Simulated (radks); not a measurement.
Effect of the nuclear size on neutral copper, [Ar] 3d10 4s1. Calculated with a radial shooting solver on a logarithmic mesh with Libxc functionals: Dirac Kohn-Sham, relativistic LDA (MacDonald-Vosko exchange, VWN5 correlation), spin-unpolarised, spherical densities, finite nucleus; Fermi nuclear charge, rms radius 3.8823 fm. The rms radius is varied about that value; shifts are against it.

rms radius (fm),total energy shift (eV),density at nucleus (e/bohr^3),1s1/2 shift (meV),2s1/2 shift (meV),2p1/2 shift (meV),3s1/2 shift (meV)
3.234,-0.0595,2.219e+04,-25.2,-2.38,0.202,-0.354
3.6921,-0.0185,2.204e+04,-7.84,-0.742,0.063,-0.110
3.8823,0,2.198e+04,0.000,0.000,0.000,0.000
4.1735,0.0300,2.19e+04,12.7,1.20,-0.102,0.179
4.2822,0.0418,2.187e+04,17.7,1.68,-0.142,0.249

Slopes of the eigenvalues against <r^2> in GHz/fm^2, as finite differences over the two radii next to the reference (eigenvalue slopes, not the field-shift constants of lines): 1s1/2 1310, 2s1/2 124, 2p1/2 -10.5, 3s1/2 18.5.
